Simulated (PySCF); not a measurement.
A structure optimised at B3LYP-D3(BJ)/def2-SVP, used in a PySCF frequency run:

```
N
C 1 1.3920
C 2 1.3451 1 127.38
H 3 1.0904 2 119.80 1 176.84
H 3 1.0933 4 117.14 2 179.57
H 2 1.0974 3 118.99 4 -1.98
C 1 1.4574 2 116.58 6 -14.47
H 7 1.0989 1 110.31 2 169.69
H 7 1.1043 8 107.55 1 120.90
H 7 1.1061 8 107.76 9 115.95
Si 1 1.7595 2 120.90 6 171.93
H 11 1.4883 1 106.23 2 -172.71
H 11 1.4898 12 110.89 8 -124.48
H 11 1.4944 12 109.19 8 116.82
```

Q: Write its SMILES and formula.

A: C=CN(C)[SiH3], C3H9NSi

Q: What are its rotational constants (standard atomic weights)?

A: 4.6431, 3.5864, 2.1062 GHz
